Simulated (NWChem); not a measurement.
System: SiH$_{4}$SO$_{3}$; SMILES O[Si](O)(O)S

The following NWChem deck was run.

```
start job
memory heap 200 mb stack 900 mb global 1100 mb
geometry units angstroms noautosym nocenter noautoz
  O     -1.379485     0.696295    -0.838296
  Si    -0.003477     0.350029     0.000185
  O      1.411531     0.867365    -0.676811
  O     -0.137140     1.155886     1.432331
  S      0.101696    -1.777394     0.098864
  H     -1.765764     1.553634    -0.628883
  H      1.709025     0.388598    -1.456369
  H      0.672316     1.262385     1.940672
  H     -1.241207    -1.917312     0.098115
end
basis spherical
  O library def2-svpd
  Si library def2-svpd
  S library def2-svpd
  H library def2-svpd
end
dft
  xc b3lyp
  iterations 150
end
property
  response 1 0.0773
end
task dft property
```

Parts of the log:

```
             Northwest Computational Chemistry Package (NWChem) 7.3.0
             --------------------------------------------------------

                             Geometry "geometry" -> ""
                             -------------------------

 Output coordinates in angstroms (scale by  1.889725989 to convert to a.u.)

  No.       Tag          Charge          X              Y              Z
 ---- ---------------- ---------- -------------- -------------- --------------
    1 O                    8.0000    -1.37948500     0.69629500    -0.83829600
    2 Si                  14.0000    -0.00347700     0.35002900     0.00018500
    3 O                    8.0000     1.41153100     0.86736500    -0.67681100
    4 O                    8.0000    -0.13714000     1.15588600     1.43233100
    5 S                   16.0000     0.10169600    -1.77739400     0.09886400
    6 H                    1.0000    -1.76576400     1.55363400    -0.62888300
    7 H                    1.0000     1.70902500     0.38859800    -1.45636900
    8 H                    1.0000     0.67231600     1.26238500     1.94067200
    9 H                    1.0000    -1.24120700    -1.91731200     0.09811500

 Effective nuclear repulsion energy (a.u.)     319.0569616407

                              NWChem Property Module
                              ----------------------

                                 NWChem DFT Module
                                 -----------------

 Summary of "ao basis" -> "ao basis" (spherical)
 ------------------------------------------------------------------------------
       Tag                 Description            Shells   Functions and Types
 ---------------- ------------------------------  ------  ---------------------
 O                         def2-svpd                 9       23   4s3p2d
 Si                        def2-svpd                10       24   5s3p2d
 S                         def2-svpd                11       27   5s4p2d
 H                         def2-svpd                 4        8   2s2p

            General Information
            -------------------
          SCF calculation type: DFT
          Wavefunction type:  closed shell.
          No. of atoms     :     9
          No. of electrons :    58
           Alpha electrons :    29
            Beta electrons :    29
          Charge           :     0
          Spin multiplicity:     1
          Use of symmetry is: off; symmetry adaption is: off
          Maximum number of iterations: 150
          AO basis - number of functions:   152
                     number of shells:    64
          Convergence on energy requested:  1.00D-06
          Convergence on density requested:  1.00D-05
          Convergence on gradient requested:  5.00D-04

              XC Information
              --------------
                         B3LYP Method XC Potential
                     Hartree-Fock (Exact) Exchange  0.200
                        Slater Exchange Functional  0.800 local
                    Becke 1988 Exchange Functional  0.720 non-local
              Lee-Yang-Parr Correlation Functional  0.810
                  VWN I RPA Correlation Functional  0.190 local

             Grid Information
             ----------------
          Grid used for XC integration:  medium
          Radial quadrature: Mura-Knowles
          Angular quadrature: Lebedev.
          Tag              B.-S. Rad. Rad. Pts. Rad. Cut. Ang. Pts.
          ---              ---------- --------- --------- ---------
          O                   0.60       49          12.0       434
          Si                  1.10       88          11.0       590
          S                   1.00       88          12.0       590
          H                   0.35       45          13.0       434
          Grid pruning is: on
          Number of quadrature shells:   503
          Spatial weights used:  Erf1

      Superposition of Atomic Density Guess
      -------------------------------------

 Sum of atomic energies:        -912.17052663

      Non-variational initial energy
      ------------------------------

 Total energy =    -913.842241
 1-e energy   =   -1895.542984
 2-e energy   =     662.643781
 HOMO         =      -0.339340
 LUMO         =       0.006957

   convergence    iter        energy       DeltaE   RMS-Dens  Diis-err
 ---------------- ----- ----------------- --------- --------- ---------
 d= 0,ls=0.0,diis     1   -915.4947316393 -1.23D+03  2.04D-02  1.15D+00
 d= 0,ls=0.0,diis     2   -915.4306028487  6.41D-02  9.48D-03  1.99D+00
 d= 0,ls=0.0,diis     3   -915.6146313480 -1.84D-01  1.15D-03  4.31D-02
 d= 0,ls=0.0,diis     4   -915.6182576033 -3.63D-03  5.43D-04  3.58D-03
 d= 0,ls=0.0,diis     5   -915.6187342836 -4.77D-04  1.28D-04  3.64D-04
  Resetting Diis
 d= 0,ls=0.0,diis     6   -915.6187774015 -4.31D-05  3.07D-05  2.56D-05
 d= 0,ls=0.0,diis     7   -915.6187799364 -2.53D-06  1.73D-05  1.74D-06
 d= 0,ls=0.0,diis     8   -915.6187796499  2.86D-07  9.92D-06  4.75D-06

         Total DFT energy =     -915.618779649894
      One electron energy =    -1899.611923929949
           Coulomb energy =      738.945556637626
    Exchange-Corr. energy =      -74.009373998232
 Nuclear repulsion energy =      319.056961640662

 Numeric. integr. density =       57.999996034838

[...]

 DFT Linear Response polarizability / au
 Frequency  =       0.0773000 / au
 Wavelength =     589.4353558 / nm
              X              Y              Z
 -----------------------------------------------
 X      55.9218516      0.2105694     -0.2440758
 Y       0.2106040     67.1506892      0.3673207
 Z      -0.2440504      0.3673813     55.3580402
 -----------------------------------------------
 Eigenvalues =      56.0124129     67.1657818     55.2523863
 Isotropic   =      59.4768603
 Anisotropic =      11.5521485
 -----------------------------------------------

 Magnetic Dipole Response Matrix (nonzero elements):
```

Level: B3LYP/def2-SVPD. Structure relaxed at the PBE0/def2-SVP level. B3LYP is NWChem's, with the RPA form of VWN correlation.
